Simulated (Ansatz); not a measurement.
Molecule: sum formula YOH (charge 0, singlet). 
Coordinates optimised at B3LYP-D3(BJ)/def2-TZVP (Ansatz, a first-principles code):
```
O
H 1 0.9565
Y 1 1.9531 2 180.00
```
Charge 0, spin multiplicity 1.

Quantity: atomisation energy (electronic, to ground-state atoms), in kJ/mol. Cores are frozen in the correlated levels unless marked. UHF or UKS for open shells. Spin-orbit coupling is left out. The frozen core is the preceding noble-gas configuration, with the filled d and f shells of earlier blocks. Past Kr the def2 sets carry scalar-relativistic core potentials. STO-3G rows are all-electron and non-relativistic. 

```
level                               program  atomisation energy (kJ/mol)  rough core time
---------------------------  --------------  ---------------------------  ---------------
RI-HF/def2-TZVPPD                    Ansatz                        683.2                -
SVWN5/def2-TZVPD                     Ansatz                       1162.0       under 20 s
r2SCAN-D3(BJ)/def2-TZVPD     Ansatz + dftd3                        978.1       under 20 s
PBE0/STO-3G                          Ansatz                       1085.2       under 20 s
PBE0/def2-SVP                        Ansatz                        978.4       under 20 s
PBE0/def2-TZVP                       Ansatz                        972.3       under 20 s
PBE0/def2-QZVPP                      Ansatz                        982.1       under 20 s
BHLYP/def2-TZVPD                     Ansatz                        930.7       under 20 s
r2SCAN0-D4/def2-TZVPD        Ansatz + dftd4                        947.5       under 20 s
CAM-B3LYP-D3(BJ)/def2-TZVPD  Ansatz + dftd3                       1000.3       under 20 s
LC-wPBE-D3(BJ)/def2-TZVPD    Ansatz + dftd3                        994.0       under 20 s
wB97M-V/def2-TZVPD                   Ansatz                        997.1       under 20 s
B2GP-PLYP-D3(BJ)/def2-TZVPD  Ansatz + dftd3                        990.6       under 20 s
RPA@PBE/def2-QZVPP                   Ansatz                        958.4       under 20 s
RI-MP2/def2-QZVPPD                   Ansatz                       1044.5       under 20 s
CCSD/def2-SVPD                       Ansatz                        954.3                -
CCSD(T)/def2-SVP                     Ansatz                        949.9       under 20 s
CCSD(T)/def2-SVPD                    Ansatz                        968.6       under 20 s
CCSD(T)/def2-QZVPP                   Ansatz                       1007.0             26 s
CCSD(T)/def2-QZVPPD                  Ansatz                       1007.8             22 s
```

Core times are rough, on shared machines, summed over the molecules involved; a dash marks a level read off another run, or run on other hardware, by another program or under a memory cap.

The Hartree-Fock reference is unstable (checked in the largest basis), which strains HF and MP2.
